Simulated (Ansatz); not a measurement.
Cl2H2S2Zr, SMILES [SH][Zr]([SH])([Cl])[Cl], multiplicity 1.

Coordinates come from a PBE0-D3(BJ)/def2-SVP optimisation. The multiplicity is an assumed one; no other spin state was optimised. The structure was generated by enumeration; whether it is a known compound was not checked. The def2 effective core potentials stand for the cores of Zr; spin–orbit coupling is left out. Other conformers were not sampled.

Two levels are set side by side: PBE/def2-SVPD (Ansatz, a quantum-chemistry and plane-wave program) and PBE0/def2-SVPD (Ansatz). Energy differences of separate SCF runs at the same geometry; the states with an electron removed or added have multiplicity 2 and 2. Differences are taken from unrounded values.

```tsv
quantity	PBE0
vertical ionisation energy (eV)	10.01
vertical electron affinity (eV)	1.19
vertical singlet–triplet gap (eV)	3.91
```

Question: What does PBE give, and how far is it from PBE0? (The exact figures need the calculation; the answer reports its results.)

Answer: 
```csv
quantity,PBE,PBE minus PBE0
vertical ionisation energy (eV),9.63,-0.38
vertical electron affinity (eV),0.95,-0.23
vertical singlet–triplet gap (eV),3.78,-0.13
```
